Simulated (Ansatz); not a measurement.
## A saddle search, step by step

Si₄H₁₂ClO₄F, singlet, CAM-B3LYP-D4/def2-SVP (Ansatz 0.2.0). Settings; a guess of the unstable mode was typed too, and convergence needs a confirmed negative curvature besides the force tolerance:

```yaml
hamiltonian: {xc: {name: CAM-B3LYP}, dispersion: d4}
saddle:
  f_tol: 0.05
  max_steps: 40
```

Start:

Si1  (0.211, -0.117, 0.581)
O2  (-1.447, -0.318, -0.078)
Si3  (-2.392, 0.992, -0.391)
O4  (1.571, -0.084, -0.297)
Si5  (2.633, -1.120, -0.987)
O6  (-0.038, 1.495, 0.629)
Si7  (0.886, 2.772, 0.582)
Cl8  (0.297, -0.446, 2.655)
H9  (-0.927, -2.761, 0.123)
F10  (0.295, -2.030, 0.357)
H11  (-1.762, -1.751, -0.197)
O12  (-1.707, -2.706, -0.085)
H13  (-1.829, 1.755, -1.434)
H14  (-3.558, 0.214, -1.024)
H15  (-2.772, 1.608, 0.812)
H16  (3.278, -1.967, 0.065)
H17  (3.770, -0.205, -1.538)
H18  (2.031, -1.916, -2.049)
H19  (1.449, 2.970, -0.754)
H20  (2.112, 2.512, 1.444)
H21  (0.165, 3.984, 0.988)
H22  (-2.398, -3.055, 0.604)
(Å)

| step | energy less the last (meV) | largest force component (eV/Å) |
| --- | --- | --- |
| 1 | 2614.4 | 18.498 |
| 3 | 347.2 | 2.039 |
| 5 | 58.9 | 0.654 |
| 7 | 23.9 | 0.219 |
| 9 | 21.3 | 0.115 |
| 11 | 20.5 | 0.076 |
| 13 | 21.1 | 0.060 |
| 15 | 20.2 | 0.048 |
| 17 | 17.0 | 0.092 |
| 19 | 15.2 | 0.069 |
| 21 | 12.9 | 0.029 |
| 23 | 11.6 | 0.023 |
| 25 | 10.0 | 0.051 |
| 27 | 12.1 | 0.371 |
| 29 | 5.3 | 0.035 |
| 31 | 4.3 | 0.047 |
| 33 | 2.0 | 0.066 |
| 35 | 0.4 | 0.030 |
| 37 | 0.0 | 0.009 |
| 38 | 0.0 | 0.003 |

Step 5, positions (Å) and forces (eV/Å):

```
atom       x       y       z      Fx      Fy      Fz
 Si1   0.179  -0.119   0.594  -0.271  -0.617   0.221
  O2  -1.374  -0.359  -0.087   0.297  -0.277   0.080
 Si3  -2.397   0.935  -0.427  -0.415   0.032  -0.208
  O4   1.557  -0.103  -0.284   0.054   0.136  -0.034
 Si5   2.658  -1.133  -0.970   0.371   0.007  -0.110
  O6  -0.041   1.535   0.674  -0.482  -0.053   0.081
 Si7   0.960   2.831   0.583   0.497   0.481   0.043
 Cl8   0.281  -0.536   2.626  -0.012  -0.027  -0.141
  H9  -0.695  -2.648   0.181   0.373   0.163   0.023
 F10   0.311  -2.090   0.335   0.095   0.139   0.102
 H11  -1.951  -1.810  -0.220   0.196  -0.188   0.064
 O12  -1.805  -2.814  -0.094  -0.654   0.028  -0.155
 H13  -1.841   1.847  -1.437   0.082   0.124  -0.138
 H14  -3.585   0.241  -1.026   0.092   0.059   0.056
 H15  -2.839   1.634   0.787  -0.052   0.113   0.185
 H16   3.222  -2.076   0.030  -0.021  -0.002  -0.016
 H17   3.755  -0.264  -1.498  -0.107  -0.136   0.044
 H18   2.052  -1.878  -2.100  -0.040  -0.060  -0.041
 H19   1.454   3.037  -0.802   0.012   0.016  -0.069
 H20   2.132   2.668   1.493  -0.068   0.004  -0.039
 H21   0.186   4.028   0.994  -0.036   0.054   0.027
 H22  -2.349  -3.099   0.655   0.087   0.003   0.028
```

Last step (38):

```tsv
atom	x (Å)	y (Å)	z (Å)
Si1	0.1260	-0.2308	0.4083
O2	-1.4352	-0.3980	-0.2919
Si3	-2.4202	0.9404	-0.6583
O4	1.5804	-0.0650	-0.3554
Si5	2.7257	-1.0609	-1.0498
O6	-0.1127	1.4198	0.6695
Si7	0.9310	2.7122	0.7069
Cl8	0.0358	-0.8649	2.4108
H9	-0.7833	-2.6475	0.2228
F10	0.2950	-2.0537	-0.0280
H11	-2.0071	-1.7615	0.0851
O12	-1.8667	-2.7188	0.4522
H13	-1.7495	1.8623	-1.6019
H14	-3.5854	0.3108	-1.3409
H15	-2.9033	1.6266	0.5613
H16	3.2161	-2.0715	-0.0776
H17	3.8537	-0.1839	-1.4558
H18	2.1793	-1.7377	-2.2548
H19	1.3903	3.0769	-0.6608
H20	2.1125	2.4230	1.5640
H21	0.1845	3.8637	1.2805
H22	-1.8970	-2.6155	1.4207
```

Hardware: 11 CPU threads of an AMD EPYC 7R13 and one NVIDIA H100, shared host. Wall time 3.1 min; peak host memory 1.5 GiB.
